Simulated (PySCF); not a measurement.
Broadened absorption spectrum of C2H10BOPSi

Species: C2H10BOPSi.
Z-matrix (Å and degrees, PBE0-D3(BJ)/def2-SVP geometry), rows numbered from 1:
```
C 
B   1  1.5716
C   2  1.5694  1  121.24
P   2  1.9078  1  117.68  3   177.57
Si  4  2.2471  2   97.85  1    59.07
O   5  1.6705  4  108.33  2   -86.93
H   1  1.1026  2  111.47  3    37.53
H   1  1.1070  2  106.66  3   -77.21
H   1  1.1001  2  115.88  3   163.38
H   3  1.0999  2  114.98  1   153.47
H   3  1.1018  2  113.22  1    26.52
H   3  1.1076  2  105.84  1   -89.41
H   4  1.4261  2  103.02  1   161.02
H   5  1.4971  4  106.95  2   150.93
H   5  1.4895  4  115.17  2    29.96
H   6  0.9627  5  115.03  4   -46.90
```

The calculation used TDDFT CAM-B3LYP/def2-SVPD, vertical, gas phase, core orbitals frozen in the response (PySCF 2.14.0, density-fitted response routines).

Broadening: Gaussians 0.25 eV wide at half height, area fixed by f = 4.319×10⁻⁹ ∫ε dν̃. The cross-section is σ = 3.8235×10⁻²¹ ε cm², given in Mb (10⁻¹⁸ cm²). The width is an assumption, not a result. The curve ends short of the highest state used, and states not computed would add to its high-energy end.

```tsv
E (eV)	σ (Mb)
4.84	0.03
4.89	0.14
4.94	0.53
4.99	1.66
5.03	3.48
5.08	7.23
5.13	12.02
5.17	15.38
5.22	17.16
5.27	15.33
5.32	10.97
5.36	7.16
5.41	3.44
5.46	1.32
5.50	0.52
5.55	0.14
5.60	0.03
5.65	0.01
5.69	0.03
5.74	0.14
5.79	0.61
5.84	2.15
5.88	5.05
5.93	12.02
5.98	22.94
6.02	32.91
6.07	42.65
6.12	45.18
6.17	40.04
6.21	32.88
```

Q: Locate the maxima and give the states behind the curve.

A: 238 nm (5.22 eV), ε about 4500, made up of S1 (100%); 203 nm (6.11 eV), ε about 12000, made up of S2 (95%) (ε in L mol⁻¹ cm⁻¹; maxima over ε = 5, shares over 10%). The states used: S1 5.22 eV (f 0.042); S2 6.10 eV (f 0.105); S3 6.29 eV (f 0.025); S4 6.53 eV (f 0.0018); S5 6.64 eV (f 0.086); S6 6.81 eV (f 0.0071).

Q: On this curve, what absorbance would a 10⁻³ mol/L sample give at 248 nm over a 1 cm path?

A: 248 nm is 4.999 eV, where ε is about 520 L mol⁻¹ cm⁻¹, so A = ε c l ≈ 0.52 (Beer–Lambert, with the gas-phase spectrum and the assumed width).

Q: Does any computed singlet lie in the visible range?

A: No computed singlet lies in the visible range (380 to 750 nm); the lowest, at 238 nm, stands 1.96 eV above its violet end (3.26 eV).

Q: Coming from long wavelengths, where does ε first pass 100 L mol⁻¹ cm⁻¹?

A: At about 252 nm (4.93 eV), 0.29 eV below S1.

One conformer stands for the species.
